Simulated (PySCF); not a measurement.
GaCl3, SMILES [Cl][Ga]([Cl])[Cl]. Geometry optimised at PBE0-D3(BJ)/def2-SVP. The isomer is the one that the SMILES or the coordinates give; other isomers of the formula were not compared.

Give the equilibrium geometry at PBE0-D3(BJ)/def2-SVP (PySCF confirms it by a frequency run) as Cartesian coordinates in Å, and its point group. (An estimate is asked for; the answer gives what the named calculation found.)

point group D3h.
```xyz
4

Ga     0.0000     0.0000     0.0000
Cl    -2.1206     0.0000     0.0000
Cl     1.0603     1.8365     0.0000
Cl     1.0603    -1.8365     0.0000
```
Charge 0, spin multiplicity 1.
